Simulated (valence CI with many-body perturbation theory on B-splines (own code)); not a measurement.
# Ta41+: key properties

Method: relativistic CI+MBPT: four valence electrons over a frozen Dirac-Fock core [Ar] 3d10, a basis of 11 s, 11 p, 10 d, 8 f, 5 g, 2 h functions for each j, with the one-electron correlation potential Σ1 (screened to all orders), the two-electron term Σ2, the three-electron term Σ3, Breit, model QED; selected single and double excitations, second order for the rest, scaled by the run's own slope (own B-spline code, finite nucleus).

No measured spectrum was set against this ion. As an estimate, large intervals hold to a few tenths of a per cent, small ones and those within an open d or f shell to about a per cent. Among the levels kept, up to 390 cm⁻¹ of a level comes from second order outside the variational space, and about a tenth of that is noise between levels of different J, which matters for small intervals.

Levels are named by their leading jj configuration (3d3/2^4 stands for four electrons in 3d with j = 3/2), which in mixed levels can hold well under half, so a name can repeat and another be missing.

Rates and lifetimes use the calculated energies. Strong lines usually hold to 10 to 20 %, long lifetimes can be off by a factor of two.

Q: What is the ground level?

A: (4s^2 4p1/2^2) J=0, composition 70 % 4s²4p² ³P + 29 % 4s²4p² ¹S.

Q: How well does LS coupling describe the low levels?

A: Among the lowest 20 levels the leading LS term, summed over configurations, holds 58 % on average. For single configurations the figures are 55 % in LS and 88 % in jj coupling. Terms mix most in the J = 2 level at 332.36 eV, where the leading one holds 28 %.

Q: Name the longest-lived excited levels whose lifetime is computed, and their main decay.

A: (4s^2 4p1/2 4p3/2) J=2 at 89.05 eV lives 8.97 μs, mostly by E2 to (4s^2 4p1/2^2) J=0; (4s^2 4p3/2 4d5/2) J=4 at 344.21 eV lives 297 ns, mostly by M1 to (4s^2 4p1/2 4d5/2) J=3; (4s^2 4p1/2 4p3/2) J=1 at 84.85 eV lives 250 ns, mostly by M1 to (4s^2 4p1/2^2) J=0.

Q: Among levels below 632.70 eV, which E1 lines absorb most strongly from the ground level?

A: to (4s^2 4p1/2 4d3/2) J=1 at 4.917 nm, f = 1.63; to (4s 4p1/2^2 4p3/2) J=1 at 6.431 nm, f = 0.533; to (4s 4p1/2 4p3/2^2) J=1 at 4.401 nm, f = 0.0190.

Q: Where does the other parity begin?

A: At (4s 4p1/2^2 4p3/2) J=2, 178.40 eV.

Q: What is the ionisation energy?

A: 2054.8 eV; NIST lists 2053 ± 4 eV (theoretical).
